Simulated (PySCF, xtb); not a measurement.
FHMgO, SMILES [F][Mg][OH].

GFN2-xTB (xtb) at its own geometry gives an orbital gap of 2.85 eV and a dipole moment of 2.48 D.

Coordinates come from a PBE-D3(BJ)/def2-TZVP optimisation. Other conformers were not sampled.

Question: What does B3LYP/def2-TZVPD in PySCF give? (An estimate is asked for; the answer gives what the named calculation found.)

Answer: gap 6.17 eV (levels -8.04 and -1.86 eV), dipole 1.92 D.
